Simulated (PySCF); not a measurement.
Compound: C4H3BF2O.
Numbering: `[CH2:1]=[C:2]=[C:3]([CH:4]=[O:5])[B:6]([F:7])[F:8]` (hydrogens: H9, H10 on C1; H11 on C4)

Method used: PySCF, PBE0-D3(BJ)/def2-SVP geometry optimisation, gas phase.

Q: List the bond lengths, angles and torsions at this level.

A: 
```tsv
bond	length (Å)	order
C1=C2	1.299	double
C2=C3	1.326	double
C3–C4	1.496	single
C4=O5	1.202	double
C3–B6	1.551	single
B6–F7, B6–F8	1.318	single
C1–H9, C1–H10	1.095	single
C4–H11	1.117	single
```

Bonds in one row agree within 0.01 Å and their mean is given. Orders are formal, as drawn. A selection of angles:
```tsv
angle	degrees
C1–C2–C3	179.5
C2–C3–C4	119.7
C2–C3–B6	119.2
C4–C3–B6	121.1
C3–C4–O5	125.0
C3–B6–F7	122.0
F7–B6–F8	117.4
```

Dihedral angles: C2–C3–C4–O5 -1° (synperiplanar); C2–C3–B6–F7 5° (synperiplanar). The mirror-image conformer, all signs reversed, is as good.

B6 (three-coordinate boron) is planar (angles 122.0°, 120.7° and 117.4°, sum 360.0°, 0.00 Å off the plane of its three neighbours). The C–C distances run from 1.299 Å (C1=C2, drawn double) to 1.496 Å (C3–C4, drawn single), a spread of 0.197 Å. Of the pairs four or more bonds apart, F8···H11 is among the closest relative to their van der Waals radii: 2.58 Å, 97 % of the sum of Bondi's values.

Point group: near Cs, missed by 0.18 Å at most; the miss may be what the optimiser left on a soft mode. Stationary, but not proved a minimum. The numbers are those of one conformer.
